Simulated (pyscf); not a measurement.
Structures and frequencies: ωB97X-D3(BJ)/def2-SVP in PySCF. MP2 and CC: frozen core, UHF for open shells. ΔMP2 is the change of the MP2 total energy from the triple- to the quadruple-zeta basis. Singlets are restricted, triplets unrestricted.

Singlet (Å):
```xyz
6

C     -0.1588    -0.2219    -0.2020
Si     1.4914     0.5932    -0.6529
Cl     1.5459     2.0023     0.9032
H     -0.9659     0.5325    -0.1975
H     -0.4264    -1.0297    -0.9018
H     -0.1101    -0.6348     0.8217
```

Triplet (Å):
```xyz
6

C     -0.9730     0.5550    -0.3324
Si    -0.7727    -0.6400     1.1306
Cl    -1.3537    -2.6016     0.7718
H     -2.0314     0.6061    -0.6308
H     -0.3602     0.2134    -1.1807
H     -0.6367     1.5567    -0.0256
```

Task: For these two minima of H₃C–Si:–Cl (SMILES C[Si]Cl), which spin state lies lower at CCSD(T)/def2-TZVPP + ΔMP2(QZVPP), and by how much (electronic energies)?

Result: The singlet, by 160.2 kJ/mol. Zero-point energy shifts E(triplet) − E(singlet) by +1.7 kJ/mol. Other isomers of H₃C–Si:–Cl [singlet] were not searched in full and may lie lower. 

E(triplet) − E(singlet) by level (kJ/mol):

```json
[
 {"level": "ωB97X-D3(BJ)/def2-TZVP", "gap": "+161.6"},
 {"level": "PBE/def2-TZVP", "gap": "+140.8"},
 {"level": "r²SCAN/def2-TZVP", "gap": "+120.2"},
 {"level": "B3LYP-D3(BJ)/def2-TZVP", "gap": "+156.0"},
 {"level": "PBE0-D3(BJ)/def2-TZVP", "gap": "+136.0"},
 {"level": "M06-2X/def2-TZVP", "gap": "+151.5"},
 {"level": "ωB97M-D3(BJ)/def2-TZVP", "gap": "+179.8"},
 {"level": "HF/def2-TZVP", "gap": "+84.3"},
 {"level": "MP2/def2-QZVPP", "gap": "+150.7"},
 {"level": "CCSD/def2-TZVPP", "gap": "+153.2"},
 {"level": "CCSD(T)/def2-TZVPP", "gap": "+156.5"},
 {"level": "CCSD(T)/def2-TZVPP + ΔMP2(QZVPP)", "gap": "+160.2"}
]
```

The triplet is the lowest one reached from the SCF start used. The CCSD(T) − MP2 part came from Ansatz, without density fitting, on the same reference.
